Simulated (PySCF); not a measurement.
C4H5FO. Atoms are numbered in the order given.

```xyz
11

O      1.4258     1.1166     0.6970
C      0.7023     0.4680     0.0023
C      0.0923     0.6535    -1.3934
C     -1.0452    -0.3005    -0.9389
C     -0.1609    -0.7845     0.2308
F     -0.7352    -0.9519     1.4544
H     -0.1706     1.6862    -1.6646
H      0.7367     0.2287    -2.1798
H     -1.3901    -1.0629    -1.6498
H     -1.9066     0.2578    -0.5437
H      0.4100    -1.6947    -0.0322
```

Geometry: ωB97X-D3(BJ)/def2-SVP. The structure was generated by enumeration; whether it is a known compound was not checked.

Computed with CAM-B3LYP/def2-TZVP (PySCF).

Atomic charges (e):

```tsv
atom	IAO	Löwdin	Mulliken
O1	-0.38	0.16	-0.22
C2	0.39	-0.30	0.11
C3	-0.33	-0.20	-0.22
C4	-0.28	-0.21	-0.23
C5	0.13	-0.29	0.15
F6	-0.31	0.13	-0.22
H7	0.16	0.14	0.14
H8	0.16	0.15	0.14
H9	0.15	0.13	0.13
H10	0.15	0.15	0.13
H11	0.15	0.15	0.10
```

Computed Mayer and Wiberg (Löwdin basis) orders of the bonds:
| bond | Mayer | Wiberg |
|---|---|---|
| O1–C2 | 2.18 | 2.78 |
| C2–C3 | 0.91 | 1.13 |
| C3–C4 | 0.95 | 1.16 |
| C2–C5 | 0.90 | 1.08 |
| C4–C5 | 0.95 | 1.14 |
| C5–F6 | 1.04 | 1.70 |
| C3–H7 | 0.95 | 0.86 |
| C3–H8 | 0.94 | 0.85 |
| C4–H9 | 0.97 | 0.88 |
| C4–H10 | 0.95 | 0.85 |
| C5–H11 | 0.98 | 0.83 |
